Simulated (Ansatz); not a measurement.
Basis-set extrapolation for Cl3FH2Si2 (`F[Si](Cl)(Cl)[SiH2]Cl`) (PBE0-D4/def2-TZVP geometry, frozen core, Ansatz 0.2.0). Multiplicity 1, RHF reference.

|  | def2-TZVPP | def2-QZVPP |
| --- | --- | --- |
| HF | -2057.307697 | -2057.368862 |
| MP2 correlation | -1.042483 | -1.146136 |
| CCSD(T) correlation | -1.151890 | not run |

Energies in hartree. Use E(X) = E(∞) + A·exp(−7.88·√X) for Hartree–Fock and E(X) = E(∞) + B·X^(−2.97) for correlation, with X = 3 and 4, and add CCSD(T) minus MP2 of the smaller set to the MP2 limit.

What is the CCSD(T) energy at the basis-set limit?

HF limit: -2057.368862 + (-0.061165) × 0.13774 = -2057.37729. MP2 limit: -1.146136 + (-0.103653) × 0.74074 = -1.22292. Higher-order term: -1.151890 − (-1.042483) = -0.10941. Total: -2058.70962 hartree, 6.80 eV below CCSD(T)/def2-TZVPP.
